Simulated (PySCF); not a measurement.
C₃Si, SMILES [C]1[c+]2[si-2][c+]21 (connectivity only; charge and spin as stated), neutral, multiplicity 1.

Geometry: r2SCAN-D4/def2-TZVP.

Two levels are set side by side: TDA-PBE/def2-SVPD (PySCF) and ADC(2)/aug-cc-pVDZ (PySCF). Vertical, same geometry; the bases differ. Differences are taken from unrounded values.

```json
[
 {"quantity": "lowest singlet excitation (eV)", "ADC(2)": "1.70", "TDA-PBE": "0.91", "TDA-PBE minus ADC(2)": "-0.80"}
]
```

A lower first singlet is the usual sign of a functional without exact exchange. Differences between two approximate levels are no errors against the true value.

Rough cost on one machine, each run with all the roots and properties that it gave: ADC(2) against TDA-PBE about 20 times.
